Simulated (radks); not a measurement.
Dynamic dipole polarisability and lines of the argon ion Ar14+, [He] 2s2. Method: non-relativistic Kohn-Sham, LDA (Slater exchange, VWN5 correlation), spin-polarised, spherical densities, point nucleus; computed with a radial shooting solver on a logarithmic mesh with Libxc functionals. Time-dependent linear response with the Hartree and adiabatic LDA kernel, continuum included through the Sternheimer equations. Lines are the poles of the dipole polarisability below minus the highest occupied eigenvalue, found on a grid refined at the orbital gaps; the lowest seven at most are given, and weak or close lines can be missed. The first line takes the name of the lowest orbital gap if no other gap lies below it; otherwise a line is named after a gap within 0.6 % of it, if that gap stands alone.

photon energy (eV)  alpha (bohr^3)
0                          0.05982
13.473                     0.06453
67.366                    -0.05922
121.26                   -0.007735
175.15                   -0.001371
229.05                    0.001011
282.94                    0.002470
336.83                    0.003869
390.72                    0.005999
444.62                     0.01204
498.51                    -0.07554
552.40                   -0.006044
606.30                  -0.0001572
660.19                   -0.006097
714.08                   -0.007530
767.98                   -0.003983

Lines (eV, oscillator strength): 48.730 (25.44 nm, 2s-2p), f = 0.182; 491.95 (2.520 nm, 2s-3p), f = 0.674; 642.05 (1.931 nm, 2s-4p), f = 0.168; 708.19 (1.751 nm, 2s-5p), f = 0.0698; 743.32 (1.668 nm, 2s-6p), f = 0.0363; 764.23 (1.622 nm, unassigned), f = 0.0215; 777.67 (1.594 nm, unassigned), f = 0.0138. Higher lines, where found, are left out when the end of the mesh affects them. Those listed give 99 % of the static polarisability (sum of f/w^2). Orbital energy gaps for comparison: 2s-2p 35.539 eV; 2s-3p 493.26 eV; 2s-4p 642.43 eV; 2s-5p 708.36 eV; 2s-6p 743.41 eV.
